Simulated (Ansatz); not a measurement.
Born–Oppenheimer molecular dynamics of CH7FSiZn (11 atoms, charge 0, multiplicity 1). It starts at the highest image of a converged band. Of that band: Neighbouring images differ by up to 2.1 eV, so the band resolves the path poorly. A vibrational analysis at the climbing image gives one clearly imaginary mode, 664i cm⁻¹: a first-order saddle point.

Theory: RKS PBE/def2-SVP (Ansatz).

- ensemble: NVE (velocity Verlet)
- time step: 0.5 fs
- steps asked: 200
- starting velocities drawn for: 100 K
- seed: 8602

First frame:

```xyz
11
Properties=species:S:1:pos:R:3
Si -0.502 -1.099 -0.727
H 0.824 -0.811 0.459
H 0.514 -1.629 -1.706
H -1.062 -2.160 0.186
H -1.682 -0.725 -1.604
Zn 1.283 0.736 1.276
C -0.404 1.099 -0.028
F 2.488 1.311 2.440
H -0.819 0.466 0.770
H -1.063 1.927 -0.345
H 0.423 0.885 -0.721
```

How far do the bonds stretch over the last three quarters of this one trajectory? (Pairs bonded in most of those frames.)


| bond | mean (Å) | spread (Å) | shortest | longest |
| --- | --- | --- | --- | --- |
| Si1–H3 | 1.504 | 0.021 | 1.47 | 1.54 |
| Si1–H4 | 1.504 | 0.007 | 1.49 | 1.52 |
| Si1–H5 | 1.516 | 0.011 | 1.50 | 1.54 |
| Si1–C7 | 1.972 | 0.109 | 1.79 | 2.20 |
| H2–Zn6 | 1.549 | 0.059 | 1.44 | 1.74 |
| Zn6–F8 | 1.771 | 0.050 | 1.70 | 1.86 |
| C7–H9 | 1.119 | 0.017 | 1.09 | 1.16 |
| C7–H10 | 1.118 | 0.011 | 1.10 | 1.15 |
| C7–H11 | 1.117 | 0.017 | 1.08 | 1.16 |

Mean temperature of the second half: 1226 K. The conserved energy stayed within 0.069 meV per atom of its start (net change -0.0086 meV per atom), so the integration is sound. The system heated up, since it started high on the potential surface and ran downhill. A run of 0.1 ps of so small a system gives no equilibrium averages. The orbitals stay closed-shell, which can raise the energy where a bond breaks towards radicals; this wasn't checked here.

The run took 6.5 min on 2 threads of Arm Neoverse V2 (shared host), peak memory 0.15 GiB.
